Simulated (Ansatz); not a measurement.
Basis sets compared for CrH4. Charge 0, multiplicity 3. Geometry PBE-D4/def2-TZVP. Ansatz on 2 threads of AMD EPYC 7R43 on a shared host; times are rough, and most runs start from earlier orbitals.

Cartesian coordinates in Å:
```
Cr 0.000 0.000 0.000
H 1.207 -0.942 -0.455
H -0.536 0.825 -1.259
H 0.511 1.015 1.123
H -1.182 -0.898 0.591
```

The 6-31G sets use Cartesian d functions. B3LYP takes the VWN-RPA correlation. At r2SCAN-D4/def2-TZVP, r2SCAN-D4/def2-TZVPD, B3LYP-D4/6-31G, B3LYP-D4/def2-TZVP and others the charge 0 triplet is spin-contaminated (final ⟨S²⟩ up to 2.26, 2.00 for a pure state).

Binding counts from free atoms (Cr septet, H doublet) in the same basis, without a counterpoise term.

```json
{"level": "PBE-D4/def2-SVP", "functions": "51", "energy (Eh)": "-1046.3561", "HOMO (eV)": "-6.39", "LUMO (eV)": "-3.74", "binding per atom (eV)": "1.72", "wall time": "1.9 s"}
{"level": "PBE-D4/def2-TZVP", "functions": "69", "energy (Eh)": "-1046.5123", "HOMO (eV)": "-6.37", "LUMO (eV)": "-3.84", "binding per atom (eV)": "1.72", "wall time": "2.2 s"}
{"level": "r2SCAN-D4/def2-TZVP (with forces)", "functions": "69", "energy (Eh)": "-1046.7177", "HOMO (eV)": "-7.12", "LUMO (eV)": "-3.81", "binding per atom (eV)": "1.66", "wall time": "4.4 s"}
{"level": "B3LYP-D4/6-31G", "functions": "37", "energy (Eh)": "-1046.6511", "HOMO (eV)": "-8.52", "LUMO (eV)": "-3.30", "binding per atom (eV)": "2.02", "wall time": "1.3 s"}
{"level": "B3LYP-D4/def2-TZVP", "functions": "69", "energy (Eh)": "-1046.7710", "HOMO (eV)": "-8.59", "LUMO (eV)": "-3.25", "binding per atom (eV)": "1.70", "wall time": "2.9 s"}
{"level": "PBE0-D4/def2-TZVP (with forces)", "functions": "69", "energy (Eh)": "-1046.5044", "HOMO (eV)": "-9.01", "LUMO (eV)": "-2.99", "binding per atom (eV)": "1.49", "wall time": "4.2 s"}
```

Q: Estimate the rows for PBE-D4/def2-TZVPD, r2SCAN-D4/def2-TZVPD, PBE0-D4/def2-TZVPD.

A: 
```
               level  functions  energy (Eh)  HOMO (eV)  LUMO (eV)  binding per atom (eV)  wall time
   PBE-D4/def2-TZVPD         84   -1046.5138      -6.39      -3.90                   1.73      2.3 s
r2SCAN-D4/def2-TZVPD         84   -1046.7188      -7.13      -3.84                   1.66        6 s
  PBE0-D4/def2-TZVPD         84   -1046.5058      -9.02      -3.07                   1.50      2.3 s
```
